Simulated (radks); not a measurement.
Problem. Neutral europium: order these configurations by energy. All-electron calculation, non-relativistic Kohn-Sham, PBE, spin-polarised, spherical densities, point nucleus. Program: a radial shooting solver on a logarithmic mesh with Libxc functionals. Open shells are filled with parallel spins first. [Xe] 4f6 5d1 6s2; [Xe] 4f6 6s2 6p1; [Xe] 4f7 5d1 6s1; [Xe] 4f7 6s1 6p1; [Xe] 4f7 6s2.

Solution. From the lowest, in eV above it: [Xe] 4f7 6s2 0.000; [Xe] 4f7 5d1 6s1 0.689; [Xe] 4f7 6s1 6p1 1.482; [Xe] 4f6 5d1 6s2 7.847; [Xe] 4f6 6s2 6p1 10.730.
